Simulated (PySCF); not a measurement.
Electronic absorption of C4H2F6

Species: C4H2F6.
SMILES: `C=C(F)C(F)(F)C(F)(F)F`

Method: TDDFT PBE0/def2-SVPD, vertical, gas phase, core orbitals frozen in the response (PySCF). One conformer (not necessarily the lowest) at the PBE0-D3(BJ)/def2-SVP geometry, without solvent, vibrations or thermal averaging. Torsions of this conformer, `[CH2:1]=[C:2]([F:3])[C:4]([F:5])([F:6])[C:7]([F:8])([F:9])[F:10]`: C1–C2–C4–F5 -124°, C2–C4–C7–F8 65°.

Problem. Predict the UV-vis stick spectrum at this level.

Solution. 

```csv
state,E (eV),λ (nm),f,"main configurations (H = HOMO, L = LUMO)"
S1,7.36,168.5,0.364,H→L (95%)
S2,8.00,154.9,0.0014,H-1→L (91%)
S3,8.06,153.9,0.028,"H→L+2 (49%), H→L+1 (41%)"
S4,8.14,152.3,0.023,"H→L+1 (52%), H→L+2 (43%)"
S5,9.11,136.0,0.0027,H→L+3 (84%)
S6,9.22,134.5,0.0003,"H→L+5 (44%), H-2→L (19%), H-3→L (15%)"
S7,9.33,132.9,0.0019,"H-2→L (45%), H→L+5 (32%), H-3→L (12%)"
S8,9.49,130.7,0.0086,H→L+4 (87%)
S9,9.61,129.0,0.0085,"H-3→L (59%), H-2→L (26%)"
S10,9.81,126.4,0.0074,H→L+6 (90%)
```

Triplets, Tamm–Dancoff:

```json
{"state": "T1", "E (eV)": "4.25", "λ (nm)": "291.5", "main configurations (H = HOMO, L = LUMO)": "H→L (96%)"}
{"state": "T2", "E (eV)": "7.55", "λ (nm)": "164.1", "main configurations (H = HOMO, L = LUMO)": "H-1→L (93%)"}
{"state": "T3", "E (eV)": "7.73", "λ (nm)": "160.4", "main configurations (H = HOMO, L = LUMO)": "H→L+2 (60%), H→L+1 (26%)"}
{"state": "T4", "E (eV)": "7.95", "λ (nm)": "156.0", "main configurations (H = HOMO, L = LUMO)": "H→L+1 (67%), H→L+2 (27%)"}
```

The lowest singlet lies at 7.36 eV (168 nm, vacuum ultraviolet) and is strong; its leading configuration is HOMO→LUMO (95%). The lowest level is also the most intense of those listed (f = 0.364). Löwdin shares by element: HOMO carbon 71% or more, fluorine 16% or more; LUMO carbon 71% or more, fluorine 7% or more (atoms not listed hold the other 23%). The listed states span 2.45 eV, and the widest gap between neighbours is 0.97 eV (S4 to S5). Orbital energies (eV): HOMO-3 -12.27, HOMO-2 -12.08, HOMO-1 -10.61, HOMO -8.65, LUMO -1.02, LUMO+1 0.68, LUMO+2 1.00. Of the 10 states listed, 3 reach f = 0.01 and 1 stays under 0.0005. All these states lie below the vertical ionisation energy of 11.01 eV (ΔSCF). Only the lowest 10 singlets were computed, as vertical energies without vibronic structure.
